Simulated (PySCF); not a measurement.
## GeF⁻ from Hartree–Fock to correlated methods

State: ³Σ⁻ (triplet), unpaired electrons π ↑↑. Set-up: Ge aug-pcseg-1, F aug-pcseg-1; no relativity (PySCF 2.14). De refers to Ge + F⁻ in their high-spin ground configurations, without counterpoise correction. The functionals are run spin-unrestricted. A positive dipole points towards F; it is taken about the centre of mass and depends on that origin.

```json
{"Level": "UHF", "Re (Å)": "1.867", "ωe (cm⁻¹)": "515", "De (eV)": "n/a", "μ (D)": "-0.57"}
{"Level": "UHF-MP2", "Re (Å)": "1.904", "ωe (cm⁻¹)": "486", "De (eV)": "2.83", "μ (D)": "n/a"}
{"Level": "UHF-SCS-MP2", "Re (Å)": "1.907", "ωe (cm⁻¹)": "481", "De (eV)": "2.75", "μ (D)": "n/a"}
{"Level": "LDA", "Re (Å)": "1.870", "ωe (cm⁻¹)": "518", "De (eV)": "3.46", "μ (D)": "-0.28"}
{"Level": "PBE", "Re (Å)": "1.910", "ωe (cm⁻¹)": "479", "De (eV)": "3.03", "μ (D)": "-0.48"}
{"Level": "BP86", "Re (Å)": "1.909", "ωe (cm⁻¹)": "479", "De (eV)": "3.00", "μ (D)": "-0.43"}
{"Level": "r²SCAN", "Re (Å)": "1.881", "ωe (cm⁻¹)": "506", "De (eV)": "3.20", "μ (D)": "-0.34"}
{"Level": "PBE0", "Re (Å)": "1.885", "ωe (cm⁻¹)": "503", "De (eV)": "3.04", "μ (D)": "-0.50"}
{"Level": "M06-2X", "Re (Å)": "1.884", "ωe (cm⁻¹)": "511", "De (eV)": "3.04", "μ (D)": "-0.56"}
```

**Question.** What does a quarter of exact exchange do here, going from PBE to PBE0?

**Answer.** PBE0 less PBE: -2.5 pm in Re, +5.0 % in ωe, +0.01 eV in De. Exact exchange removes part of the self-interaction that spreads semilocal densities, and in most molecules shortens and stiffens the bond and lowers De; so it does here.

**Question.** What does the step from GGA to meta-GGA do here, going from PBE to r²SCAN?

**Answer.** r²SCAN less PBE: -2.9 pm in Re, +5.6 % in ωe, +0.17 eV in De. 

**Question.** What does the gradient correction do here, going from LDA to PBE?

**Answer.** PBE less LDA: +4.0 pm in Re, -7.5 % in ωe, -0.43 eV in De. The gradient correction favours the more uneven density of free atoms, so it tends to lengthen bonds and takes away much of the overbinding of LDA; so it does here.

Correlated steps freeze 10 core orbitals. Correlated levels converge slowly with the basis: in double zeta they bind strong bonds too weakly, by up to about 1 eV, and carry superposition errors of some tenths. Spin–orbit coupling is left out. For an ion De counts to the pair picked by the measured ionisation energies or electron affinities, which need not be the lowest pair at this level. The highest Kohn–Sham level is positive in this anion. Much of that is self-interaction error, but it also means that the finite basis helps to hold the extra electron. The state was picked by a PBE0 search and need not be the measured ground state.

The whole job (state search and all levels along the bond) took about 3.1 min on 1 thread of Arm Neoverse N1 (shared host), peak memory 0.73 GiB.
